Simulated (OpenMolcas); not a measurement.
**What dynamic correlation does to the levels of Ga+**

* Program: OpenMolcas 26.06
* Basis: ANO-R2 [6s5p4d3f1g]
* Scalar Hamiltonian: X2C, finite nucleus
* Active space: 2 electrons in 9 orbitals (RAS2 4s 4p; RAS3 4d, at most 2 electrons)
* State averaging: 2S+1 = 3 even, 3 roots; 2S+1 = 1 even, 7 roots; 2S+1 = 3 odd, 3 roots; 2S+1 = 1 odd, 3 roots
* Spin-orbit coupling: RASSI with atomic mean-field integrals over the reference wave functions, term energies averaged over their components

Methods on the same reference wave functions:
A. RASSCF
B. SS-RASPT2, IPEA 0.25 Eh, imaginary shift 0.1 Eh (closed shells correlated: 3d)
C. MS-RASPT2, IPEA 0.25 Eh, imaginary shift 0.1 Eh (closed shells correlated: 3d)

Energies in cm⁻¹ above 4s² ¹S₀, the measured ground level; measured values from NIST Handbook of Basic Atomic Spectroscopic Data.

```csv
Level,A,B,C,Measured
4s² ¹S₀,0.0,0.0,0.0,0.0
4s 4p ³P°₀,43038,46660,46890,47368
4s 4p ³P°₁,43400,47020,47250,47814
4s 4p ³P°₂,44144,47760,48000,48750
4s 4p ¹P°₁,69950,70350,70590,70701
```

Deviations, from unrounded energies. A percentage is the sum of absolute deviations over the sum of measured energies, with the sign that they share, or ± where signs differ.

```json
{"Against measurement": "mean absolute deviation (cm-1)", "Levels": "4", "A": "3500", "B": "710", "C": "470"}
{"Against measurement": "other configurations (%)", "Levels": "4", "A": "-6.6", "B": "-1.3", "C": "-0.9"}
```

C lies closest to measurement on these levels and A furthest from it. The largest miss of C in the table is 4s 4p ³P°₂, by -750 cm-1. The ranking rests on the paired levels alone, and a cruder setting can come out closer through cancelling errors.

Between B and C the level of the table that moves most is 4s 4p ³P°₁, by 240 cm-1 (lowest in B, highest in C). Moves below CASPT2's spread within the term are not significant.

The lowest spin-free term lies below A's lowest term by 0.483 hartree in B, 0.484 hartree in C.

Active for correlation alone: 4d; no level in the range computed is led by a configuration that fills it, so any true level of that kind is missing. Without dynamic correlation excited terms often stand tens of per cent too high (terms of higher spin than the ground term too low), and those without a measured partner can miss by more than the paired ones (holds for A). Measured partners are found by configuration, term and J. A level has none where our copy of the source lacks it or the pairing is in doubt (some pairs that miss far off the trend of their configuration count as doubtful), and it then counts in no deviation. Only configurations of the active space appear. The table leaves out levels that lie high or whose names do not pair safely across all columns.

° marks odd parity.
